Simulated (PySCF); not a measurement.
Method: PBE0/[Sc def2-TZVP, H def2-TZVP], no relativity, density fitting, PySCF. Open shells, if any, are unrestricted.

Task: What shape and geometry does isolated singlet [ScH2]+ take (every ligand bound to Sc)?

Result: Formally Sc is in oxidation state +3, d0. A d0 centre has no lone pair, yet it is C2v rather than linear: covalent bonding through the d orbitals favours lower symmetry. The polar-tensor charge on Sc, 1.66, is far below the formal one. The lowest minimum found is a singlet of C2v symmetry with Sc–H 1.726 Å (×2); H–Sc–H 108.3°. Its harmonic wavenumbers are 505 (a1), 1736 (b2), 1778 (a1) cm⁻¹ and its dipole moment is 3.72 D about the centre of mass.

Stability towards spin polarisation was not tested. This need not be the most stable arrangement of these atoms.
